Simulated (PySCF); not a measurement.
Gas-phase equilibrium of 1 mol ZnCl2, 79 mol H2O at 800 K and 0.00133 bar, among 18 species (ClO, O2, HCl, O, HO2, Zn, H2O, H, Zn(OH)2, HOCl, H2O2, O3, H2, ZnH2, ZnCl2, Cl, Cl2, OH). Only gases are allowed; each row takes one source of thermochemistry for all species, and Cantera finds the minimum.

Energies from PySCF, thermal terms from the rigid-rotor harmonic-oscillator model, ideal gas at 1 bar. † marks an energy on the PBE0/def2-TZVP geometry and frequencies; other levels use their own. 6-31G* has spherical d functions here. Open shells (unrestricted) among the columns below: O2 (multiplicity 3); the rest are closed-shell singlets. B3LYP is the form with VWN-RPA correlation. Zn: all electrons, no relativistic terms. No R ln 2 is added for the mirror-image form of Zn(OH)2. Zn(OH)2: computed as isolated molecules; such fragments, hydroxides, amides, oligomers or adducts are transient or little studied in the gas. The harmonic model lacks anharmonicity and excited electronic states, which grow with temperature; levels with a mode under 35 cm⁻¹ are left out. Soft modes under 120 cm⁻¹ make the harmonic entropy rough for ZnCl2.

Molecules larger than those listed are left out. Table species left out: Zn+.

With B3LYP/6-31G* thermochemistry: H2O 0.99, ZnCl2 0.012, HCl 0.0011, Zn(OH)2 0.00057, Zn 1.0e-10, O2 8.7e-6, H2 1.7e-5.

Q: How far does the composition move with the other sources (B3LYP/def2-TZVP†, BLYP/def2-TZVP†, r2SCAN/def2-TZVP†, ωB97M-V/def2-TZVP†, ωB97X-V/def2-TZVP†)?

A: 
| thermochemistry | x H2O | x ZnCl2 | x HCl | x Zn(OH)2 | x Zn | x O2 | x H2 |
|---|---|---|---|---|---|---|---|
| B3LYP/6-31G* | 0.99 | 0.012 | 0.0011 | 0.00057 | 1.0e-10 | 8.7e-6 | 1.7e-5 |
| B3LYP/def2-TZVP† | 0.99 | 0.012 | 0.00014 | 4.0e-5 | 2.7e-5 | 1.4e-5 | 4.0e-8 |
| BLYP/def2-TZVP† | 0.99 | 0.012 | 0.00041 | 7.0e-5 | 0.00013 | 6.7e-5 | 1.6e-7 |
| r2SCAN/def2-TZVP† | 0.99 | 0.012 | 0.00010 | 5.2e-5 | 3.7e-7 | 4.2e-7 | 4.7e-7 |
| ωB97M-V/def2-TZVP† | 0.99 | 0.012 | 7.1e-5 | 3.5e-5 | 8.9e-7 | 4.6e-7 | 3.0e-8 |
| ωB97X-V/def2-TZVP† | 0.99 | 0.012 | 8.8e-5 | 4.3e-5 | 3.6e-7 | 2.8e-7 | 2.0e-7 |
The most sensitive of these is Zn: it spans a factor of 10^6.1 over these rows; at this temperature one factor of ten is RT ln 10 = 15 kJ/mol.
